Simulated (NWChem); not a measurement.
# BH$_{3}$S; SMILES BS

```xyz
5

B      0.0120    -1.2151     0.0000
H      1.0789    -1.7743     0.0000
H     -1.0347    -1.8101     0.0000
S      0.0719     0.5529     0.0000
H     -1.2547     0.8144     0.0000
```
Atoms are numbered in this order, from 1.

Coordinates come from a PBE0/def2-SVP optimisation.

Symmetry labels are those of Cs in the frame above (b1 and b2, or b-type labels, depend on it).

Task: List the 4 lowest vertical singlet excitations from PBE/def2-SVP, TDA (NWChem).

Result: 
```json
[
 {"state": "S1", "energy (eV)": "5.89", "oscillator strength": "0.001", "symmetry": "a\"", "leading excitation (squared amplitude)": "HOMO−1 → LUMO (1.00)"},
 {"state": "S2", "energy (eV)": "6.67", "oscillator strength": "0.189", "symmetry": "a'", "leading excitation (squared amplitude)": "HOMO → LUMO (0.90)"},
 {"state": "S3", "energy (eV)": "6.67", "oscillator strength": "0.000", "symmetry": "a\"", "leading excitation (squared amplitude)": "HOMO−2 → LUMO (0.97)"},
 {"state": "S4", "energy (eV)": "7.27", "oscillator strength": "0.002", "symmetry": "a\"", "leading excitation (squared amplitude)": "HOMO → LUMO+1 (0.97)"}
]
```
